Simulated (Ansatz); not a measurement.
`ClC1=CCB1`, relaxed with RKS PBE-D4/def2-SVP in the Gaussian-basis code of Ansatz from a rough embedded geometry. The force threshold is 0.03 eV/Å; the program also tests the step.

Charge 0, multiplicity 1.

Start:

```xyz
9

Cl    2.133    1.132   -1.423
C     0.798    0.416   -0.556
C     0.718   -0.594    0.368
C    -0.638   -0.428    0.538
B    -0.763    0.669   -0.490
H     1.489   -1.237    0.829
H    -0.969   -0.071    1.546
H    -1.223   -1.330    0.188
H    -1.547    1.443   -0.999
```

```json
{"step": "1", "energy (eV)": "-16355.3709", "largest force (eV/Å)": "5.969", "largest move (Å)": "0.000"}
{"step": "2", "energy (eV)": "-16356.1593", "largest force (eV/Å)": "2.477", "largest move (Å)": "0.165"}
{"step": "3", "energy (eV)": "-16356.2791", "largest force (eV/Å)": "0.420", "largest move (Å)": "0.088"}
{"step": "4", "energy (eV)": "-16356.2894", "largest force (eV/Å)": "0.304", "largest move (Å)": "0.037"}
{"step": "5", "energy (eV)": "-16356.2974", "largest force (eV/Å)": "0.156", "largest move (Å)": "0.040"}
{"step": "6", "energy (eV)": "-16356.3121", "largest force (eV/Å)": "0.120", "largest move (Å)": "0.118"}
{"step": "7", "energy (eV)": "-16356.3207", "largest force (eV/Å)": "0.232", "largest move (Å)": "0.049"}
{"step": "8", "energy (eV)": "-16356.3502", "largest force (eV/Å)": "0.432", "largest move (Å)": "0.194"}
{"step": "9", "energy (eV)": "-16356.3731", "largest force (eV/Å)": "0.707", "largest move (Å)": "0.125"}
{"step": "10", "energy (eV)": "-16356.4549", "largest force (eV/Å)": "0.558", "largest move (Å)": "0.200"}
{"step": "11", "energy (eV)": "-16356.4715", "largest force (eV/Å)": "0.244", "largest move (Å)": "0.063"}
{"step": "12", "energy (eV)": "-16356.4796", "largest force (eV/Å)": "0.249", "largest move (Å)": "0.109"}
{"step": "13 (rejected)", "energy (eV)": "-16356.4759", "largest force (eV/Å)": "0.379", "largest move (Å)": "0.038"}
{"step": "14", "energy (eV)": "-16356.4844", "largest force (eV/Å)": "0.077", "largest move (Å)": "0.019"}
{"step": "15", "energy (eV)": "-16356.4847", "largest force (eV/Å)": "0.026", "largest move (Å)": "0.011"}
```

End:

```xyz
9

Cl    2.139    0.753   -1.756
C     0.765    0.241   -0.879
C     0.668   -0.367    0.361
C    -0.815   -0.612    0.492
B    -0.630    0.669   -0.461
H     1.434   -0.422    1.159
H    -1.260   -0.488    1.498
H    -1.162   -1.543    0.008
H    -1.139    1.768   -0.423
```

Hardware: 2 threads of an Arm Neoverse V1 on a shared host. Wall time 26 s, peak host memory 0.13 GiB.
